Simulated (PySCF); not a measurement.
Compound: C₆H₁₂NO (doublet state).
Geometry (GFN2-xTB, Å), atoms numbered from 1 in this order:
```xyz
20
C6H12NO angstrom
C      1.505    1.439    0.781
C      1.014    0.644   -0.359
C      0.002   -0.441   -0.244
C      0.382   -1.611   -1.162
C     -0.192   -0.941    1.188
N     -1.302    0.070   -0.745
C     -1.977    1.098   -0.210
O     -1.674    1.731    0.771
H      0.679    2.002    1.233
H      2.267    2.143    0.459
H      1.916    0.806    1.569
H      1.215    0.996   -1.359
H      1.322   -2.043   -0.830
H     -0.384   -2.384   -1.133
H      0.506   -1.270   -2.187
H     -0.945   -1.726    1.204
H      0.740   -1.343    1.573
H     -0.524   -0.128    1.824
H     -1.652   -0.344   -1.594
H     -2.902    1.313   -0.784
```

The hyperfine couplings belong to this conformer and change with its torsions.

As a line formula: `C[CH]C(C)(C)NC=O` [radical].

Theory: UKS B3LYP, pcH-1 on C H N O, non-relativistic, mean-field spin-orbit, GIAO in PySCF 2.14.0. The structure is a single GFN2-xTB conformer in the gas phase; no vibrational or solvent corrections. The geometry wasn't refined by DFT: couplings that depend on bond lengths, twists or pyramidal angles can differ widely from those at the functional's own minimum. Stability of the SCF solution: not tested.

Principal values of hyperfine tensors in MHz (contact and dipolar terms together), for some of the nuclei:

| atom | isotope | A1 | A2 | A3 |
| --- | --- | --- | --- | --- |
| H9 | 1H | 144.28 | 147.35 | 158.53 |
| H11 | 1H | 84.40 | 85.07 | 99.08 |
| H12 | 1H | -98.23 | -60.68 | -20.70 |
| C4 | 13C | 35.95 | 36.18 | 44.27 |
| C1 | 13C | -35.81 | -32.69 | -30.16 |
| N6 | 14N | 20.96 | 21.09 | 29.17 |
| C3 | 13C | -22.46 | -22.41 | -19.14 |
| H14 | 1H | 11.75 | 12.41 | 17.98 |

(1) Split each tensor into its isotropic and traceless parts, and turn a_iso into mT with g = 2.0025.

(2) What spin density at the nucleus of H11 lies behind its contact coupling (g_N = 5.58569)?

(3) C2 (13C, g_N = 1.40482) isn't in the table. Its spin density at the nucleus is 0.08837 bohr⁻³. What is its contact coupling?

(4) Name the largest traceless tensor T of the table and describe it.

(5) What first-order splitting does H9 cause when the field lies along A1, A2 or A3 of its tensor (g taken as isotropic, no quadrupole term)?

## Answers

(1) a_iso = (A1 + A2 + A3)/3, Ti = Ai − a_iso; 1 mT corresponds to 28.027 MHz.

| atom | a_iso (MHz) | a_iso (mT) | T1 | T2 | T3 |
| --- | --- | --- | --- | --- | --- |
| H9 | 150.05 | 5.354 | -5.77 | -2.70 | 8.48 |
| H11 | 89.51 | 3.194 | -5.12 | -4.44 | 9.56 |
| H12 | -59.87 | -2.136 | -38.36 | -0.80 | 39.17 |
| C4 | 38.80 | 1.384 | -2.85 | -2.62 | 5.47 |
| C1 | -32.89 | -1.173 | -2.92 | 0.20 | 2.73 |
| N6 | 23.74 | 0.847 | -2.78 | -2.65 | 5.43 |
| C3 | -21.34 | -0.761 | -1.12 | -1.07 | 2.19 |
| H14 | 14.05 | 0.501 | -2.30 | -1.63 | 3.93 |

(2) a_FC = (2μ0/3) gₑ μB g_N μN ρ(0)/(2S·h) = 800.24 MHz × g_N × ρ(0)/(2S), with ρ in bohr⁻³. With a_FC = 89.51 MHz and 2S = 1, ρ(0) = 0.02003 bohr⁻³. In magnitude that is 6.3 % of the 1/π = 0.318 of a free hydrogen atom.

(3) By the same relation, a_FC = 99.3 MHz. Its full tensor has the principal values 17.97, 19.01, 261.07 MHz.

(4) H12: -38.4, -0.8, 39.2 MHz, rhombic: the two smaller values differ by 96 % of the largest.

(5) 2 lines (I = 1/2), spaced by |A_i|/(g × 13.996): 5.15, 5.26, 5.66 mT along the axes of A1, A2 and A3.
